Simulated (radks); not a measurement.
Charge is removed step by step from the 2s down level of K5+, starting from [He] 2s(up 1, down 1) 2p6 3s2 3p2. Calculated with a radial shooting solver on a logarithmic mesh with Libxc functionals: scalar-relativistic Kohn-Sham, LDA (Slater exchange, Perdew-Wang correlation), spin-polarised, spherical densities, finite nucleus; open shells are filled with parallel spins first; Fermi nuclear charge, rms radius 3.4349 fm.

| removed (e) | E - E(0) (eV) | eigenvalue (eV) | E minus straight line (eV) |
|---|---|---|---|
| 0 | 0.000 | -437.74 | 0.000 |
| 0.125 | 55.081 | -443.66 | -2.610 |
| 0.25 | 110.90 | -449.60 | -4.479 |
| 0.375 | 167.47 | -455.56 | -5.604 |
| 0.5 | 224.78 | -461.54 | -5.984 |
| 0.625 | 282.84 | -467.53 | -5.615 |
| 0.75 | 341.65 | -473.54 | -4.496 |
| 0.875 | 401.21 | -479.56 | -2.625 |
| 1 | 461.53 | -485.60 | 0.000 |

Removing the whole electron costs 461.53 eV by Delta-SCF, against 437.74 eV from minus the eigenvalue at the starting occupation. Slater's transition state (half an electron removed) gives 461.54 eV. Integrating minus the eigenvalue over the occupation (Janak's theorem) gives 461.58 eV. In this scalar-relativistic scheme the density is built from large components alone, so the theorem holds only approximately. The mean slope of the eigenvalue, de/dn, is 47.9 eV per electron.
